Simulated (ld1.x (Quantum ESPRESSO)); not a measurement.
**Ranking TM potentials for fluorine**

All share these settings but for the change named:

- Element: fluorine
- Generator: ld1.x (Quantum ESPRESSO) 7.5
- Type: norm-conserving Troullier–Martins (Kleinman–Bylander form)
- Functional: BP86
- Relativity: non-relativistic
- Frozen core: [He]
- Valence charge: 7
- Reference configuration: 2s2 2p5
- Partial waves: 2s (bound): rc 0.85 bohr; 2p (bound): rc 0.80 bohr; 3d channel at -0.1 Ry: rc 0.85 bohr
- Local potential: all-electron potential smoothed inside 0.65 bohr (lloc = -1)
- Core correction: Bessel-smoothed model core, default radius (core density twice the valence density)

Test errors are all-electron minus pseudo excitation energies from the reference, over 2s2 2p4; 2s2 2p3; 2s2 2p2; 2s1 2p6; 2s2 2p4.5; 2s1 2p5; 2s2 2p5.3. None of these files shows a bound ghost.

The base gives 88.4 meV.

Of 9 variants that were run, those that failed, showed a ghost or another fault, or gave nearly equal values are left out.

A variant can come out equal or close to the base, since the largest error may sit in a test that the change hardly touches while other tests move.

Task: Rank these variants by their largest absolute test error, smallest first.
A. wave 2p (bound): rc 0.80 bohr becomes 2p (bound): rc 0.48 bohr
B. wave 3d channel at -0.1 Ry: rc 0.85 bohr becomes 3d channel at 4.41 Ry: rc 0.85 bohr
C. core correction Bessel-smoothed model core inside 0.98 bohr
D. wave 2s (bound): rc 0.85 bohr becomes 2s (bound): rc 0.60 bohr

Result: A (29.5 meV), D (62.7 meV), B (88.4 meV), C (113.2 meV).
